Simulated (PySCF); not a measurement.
Bonds of Ru to H, F, O

PBE in PySCF with def2-TZVPPD on every atom (core potentials on Ru), for the lowest determinant that a PBE0 search found; no spin–orbit coupling. D0 is De less the harmonic zero-point energy.

```csv
X,state of RuX,D0(RuX) (eV),D0(X₂) (eV)
H,"quartet (σ ↑, δ ↑↑)",2.76,4.27
F,"quartet (σ ↑, π ↑, δ ↑)",4.47,2.22
O,"quintet (σ ↑, π ↑↑, δ ↑)",5.80,6.13
```

Q: Give the energy of Ru + X₂ → RuX + X at 0 K for each X.

A: H: 4.27 − 2.76 = +1.51 eV; F: 2.22 − 4.47 = -2.25 eV; O: 6.13 − 5.80 = +0.33 eV (PBE/def2-TZVPPD; negative means exothermic).

Q: Does an atom of F displace O from RuO?

A: RuO + F → RuF + O has ΔE = 5.80 − 4.47 = +1.33 eV at PBE/def2-TZVPPD, so it is uphill.

Gas-phase diatomics only hint at surface chemistry, where an atom holds several bonds.

The metal atom is held in its measured ground configuration; semilocal functionals can put another filling of s and d lower by some tenths of an eV, and De to that atom would be smaller. Spin–orbit coupling is left out, which matters for elements this heavy, above all for dissociation energies. States were picked by a PBE0 search and need not be the measured ground states. The state is the lowest single determinant that the PBE0 search found; with open d or f shells the true ground state can be another one.
